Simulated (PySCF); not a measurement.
Si(Cl)2(Br)(NH2), H2BrCl2NSi, SMILES N[Si](Cl)(Cl)Br (B3LYP/def2-SVP optimised geometry):

```
7

N      0.914    -0.556     0.000
Si    -0.789    -0.556     0.000
Cl    -1.429    -1.544    -1.692
Cl    -1.429     1.403     0.000
Br    -1.745    -1.564     1.758
H      1.429    -1.403    -0.220
H      1.429     0.060     0.622
```

Level of theory: B3LYP/def2-TZVP (PySCF).

Q: What are the frontier orbital energies and the dipole moment?

A: HOMO-2 -8.79 eV, HOMO-1 -8.33 eV, HOMO -7.94 eV, LUMO -0.78 eV, LUMO+1 0.29 eV; dipole moment 2.45 D.

On the same geometry PBE/def2-TZVP (PySCF 2.14.0) gives HOMO-2 -7.69 eV, HOMO-1 -7.28 eV, HOMO -6.79 eV, LUMO -1.47 eV, LUMO+1 -0.28 eV; dipole moment 2.44 D.

Meta-Löwdin charges at B3LYP/def2-TZVP: N1 -0.73, Si2 1.03, Cl3 -0.27, Cl4 -0.27, Br5 -0.26, H6 0.25, H7 0.25.
